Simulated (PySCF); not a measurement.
A geometry optimisation, step by step.

Species: [CrOI4]- (charge -1 and doublet state).
Bonds: Cr1–O2, Cr1–I3, Cr1–I4, Cr1–I5, Cr1–I6.

Computed by this run: PBE0-D3(BJ)/def2-SVP geometry optimisation, gas phase, def2 core potentials past Kr in PySCF 2.14.0; unrestricted, density fitting, grid level 1; the optimiser is geomeTRIC in internal coordinates, started from a GFN2-xTB structure with every atom displaced at random (about 0.03 Å). The frame can shift and turn from step to step; on so coarse a grid that alone can change the energy by a few meV, and forces under 0.02 eV/Å are noise.

Step 0: E = -62867.1233 eV, largest atomic force 2.173 eV/Å
```
atom  x, y, z in Å  |  force x, y, z in eV/Å
Cr1     0.059   -0.076    0.192   -1.220   1.049   1.460
O2     -0.018   -0.020    1.727    0.231  -0.172  -1.493
I3      2.500    0.007   -0.510    0.861  -0.123  -0.084
I4      0.090    2.573   -0.472   -0.244  -0.270   0.085
I5     -2.570   -0.032   -0.521    0.354   0.115   0.082
I6      0.002   -2.548   -0.485    0.018  -0.600  -0.050
```

Step 1: E = -62867.2510 eV, largest atomic force 0.433 eV/Å
```
atom  x, y, z in Å  |  force x, y, z in eV/Å
Cr1     0.033   -0.049    0.176   -0.141   0.340   0.228
O2      0.023   -0.018    1.690   -0.001  -0.090  -0.346
I3      2.600   -0.003   -0.455   -0.084  -0.064   0.004
I4     -0.024    2.549   -0.484    0.144  -0.101   0.038
I5     -2.538    0.027   -0.508   -0.007  -0.120   0.042
I6     -0.031   -2.602   -0.488    0.089   0.034   0.034
```

Step 2: E = -62867.2668 eV, largest atomic force 0.196 eV/Å
```
atom  x, y, z in Å  |  force x, y, z in eV/Å
Cr1     0.015   -0.025    0.174   -0.037   0.102  -0.163
O2      0.013   -0.023    1.681   -0.025  -0.006   0.092
I3      2.584   -0.017   -0.453   -0.006  -0.015  -0.001
I4      0.008    2.548   -0.489    0.035  -0.035   0.030
I5     -2.553    0.003   -0.495    0.013  -0.034   0.032
I6     -0.004   -2.582   -0.487    0.020  -0.013   0.011
```

Step 3: E = -62867.2688 eV, largest atomic force 0.064 eV/Å
```
atom  x, y, z in Å  |  force x, y, z in eV/Å
Cr1     0.009   -0.017    0.169    0.003   0.015  -0.062
O2      0.003   -0.015    1.677   -0.007  -0.010   0.041
I3      2.580   -0.022   -0.460    0.008  -0.002   0.001
I4      0.019    2.547   -0.481   -0.002   0.013   0.003
I5     -2.555   -0.009   -0.489   -0.003  -0.003   0.009
I6      0.007   -2.580   -0.485    0.001  -0.014   0.008
```

Step 4: E = -62867.2692 eV, largest atomic force under 0.02 eV/Å
```
atom  x, y, z in Å  |  force x, y, z in eV/Å
Cr1     0.009   -0.016    0.167    0.006   0.004  -0.012
O2      0.002   -0.015    1.675   -0.002  -0.004  -0.004
I3      2.581   -0.022   -0.461   -0.002   0.003   0.002
I4      0.019    2.551   -0.480   -0.004  -0.003   0.004
I5     -2.556   -0.012   -0.487    0.002   0.003   0.004
I6      0.009   -2.581   -0.483   -0.001  -0.003   0.006
```

Problem. Summarise the path.

Solution. The energy falls by 0.1459 eV from step 0 to step 4; nine tenths of that is first reached at step 2. It falls at every step. The largest force goes from 2.173 to under 0.02 eV/Å. Among the bonds Cr1–I3 changes most, from 2.541 to 2.648 Å; the atoms move by 0.067 Å rms after alignment.

Problem. Follow the three bonds and two angles with the largest change from start to end.

Solution. 
```csv
step,E above end (eV),largest force (eV/Å),Cr1–I3 (Å),Cr1–I4 (Å),Cr1–I6 (Å),O2–Cr1–I3 (°),I3–Cr1–I5 (°)
0,0.1459,2.173,2.541,2.731,2.564,108.8,148.7
1,0.0182,0.433,2.644,2.681,2.639,104.2,151.2
2,0.0024,0.196,2.645,2.657,2.641,103.8,151.7
3,0.0004,0.064,2.647,2.646,2.645,104.0,151.8
4,0.0000,under 0.02,2.648,2.647,2.647,104.0,152.0
```

What follows is the cost of the whole optimisation. Time: 7.6 min; peak memory 0.79 GiB. Hardware: an Arm Neoverse V2 with one thread, shared host with 96 logical CPUs at a one-minute load of 20.
